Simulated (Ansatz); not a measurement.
A structure relaxed at PBE-D4/def2-SVP in Ansatz, charge 0, singlet:

```tsv
atom	x (Å)	y (Å)	z (Å)
Sr1	-0.530	1.723	-3.352
Sr2	2.444	4.436	-3.035
Sr3	2.842	2.438	0.456
Sr4	-2.004	-3.381	2.452
Sr5	-3.702	-1.923	-2.136
Sr6	2.019	-0.790	4.180
S7	2.023	1.841	-2.170
S8	0.014	-2.579	4.060
S9	-2.685	0.145	-3.538
S10	-3.488	-3.240	0.201
S11	3.066	1.331	2.883
```

Give its formula and point group.

the cluster Sr6S5. Point group Cs (tolerance 0.1 Å).

Summarise the bond lengths by kind (pairs closer than 1.2 times the sum of covalent radii, bridged metal pairs left out).

11 × S–Sr 2.68 to 2.82 Å.

In the def2 sets Sr takes a core potential; there is no spin–orbit coupling. Another isomer (triplet) lies 5.10 eV lower at PBE0-D4/def2-TZVP; other spin states weren't run for this one.
